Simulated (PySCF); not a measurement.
CH3N2S, SMILES [NH]C(N)=S, multiplicity 2. Atoms are numbered in the order given.

```xyz
7

N      0.9545    -0.9430     0.8073
C     -0.0565    -0.2929     0.3039
N     -1.3241    -0.6924     0.5377
S      0.2896     0.9700    -0.8130
H      1.8060    -0.3781     0.7975
H     -1.4536    -1.5546     1.0533
H     -2.0597    -0.3826    -0.0812
```
Charge 0, spin multiplicity 2.

Coordinates come from a PBE0-D3(BJ)/def2-SVP optimisation. The isomer is the one that the SMILES or the coordinates give; other isomers of the formula were not compared. One conformer was computed; it need not be the lowest.

Level of theory: TDA-PBE/def2-SVPD (PySCF).

Vertical excitations. Gas-phase values at a fixed geometry.

```
state    energy (eV)  λ (nm)      f                                                                                        main pairs
-------  -----------  ------  -----  ------------------------------------------------------------------------------------------------
root 1          0.59    2106  0.000                                                                                  β HOMO→LUMO 99 %
root 2          1.59     781  0.004                                                            β HOMO−1→LUMO 80 %, β HOMO−2→LUMO 18 %
root 3          2.48     501  0.046                                                            β HOMO−2→LUMO 75 %, β HOMO−1→LUMO 14 %
root 4          4.51     275  0.001                                                              α HOMO→LUMO 36 %, β HOMO→LUMO+1 56 %
root 5          4.86     255  0.001                                                            α HOMO−1→LUMO 15 %, β HOMO−3→LUMO 74 %
root 6          5.05     246  0.004  α HOMO−1→LUMO 36 %, α HOMO→LUMO 30 %, β HOMO−1→LUMO+1 14 %, β HOMO−3→LUMO 9 %, β HOMO→LUMO+1 5 %
root 7          5.23     237  0.002                                                                                β HOMO−4→LUMO 85 %
root 8          5.30     234  0.009                                      α HOMO−2→LUMO 38 %, α HOMO−1→LUMO 14 %, β HOMO−1→LUMO+1 33 %
root 9          5.47     227  0.006                                                            α HOMO→LUMO+1 12 %, β HOMO→LUMO+2 85 %
root 10         5.68     218  0.043                                                             α HOMO→LUMO+1 66 %, β HOMO→LUMO+2 8 %
```
Unrestricted roots are not spin-pure.
